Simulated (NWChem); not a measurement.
**Correlation energy of BrGe**

```
Ge
Br 1 2.3542
```
Charge 0, spin multiplicity 2.

Program: NWChem. Structure: optimised with UB3LYP/def2-SVP, a minimum by its harmonic frequencies.

Basis set: def2-SVP. Each correlation energy counts from its own Hartree-Fock reference.

The Hamiltonian is non-relativistic. The correlated methods keep 18 core orbitals frozen. This spin state was chosen for the runs; another may lie lower. The structure started from a generated list of species. The unpaired electrons of the parent sit in orbitals of symmetry b2 (C2v labels of the run); other states weren't searched. No SCF solution was tested for a lower state. Open-shell Hartree-Fock references start from PBE0 orbitals. No row is a measurement; the coupled-cluster row has its own basis-set and correlation limits.

For the correlation energy, CCSD(T) on UHF gives -430.5 mHa and CCSD on ROHF gives -422.7 mHa. What do UMP2, CCSD(T) on ROHF, CCSD[T] on UHF give?

UMP2: -415.1 mHa; CCSD(T) on ROHF: -434.3 mHa; CCSD[T] on UHF: -431.6 mHa.
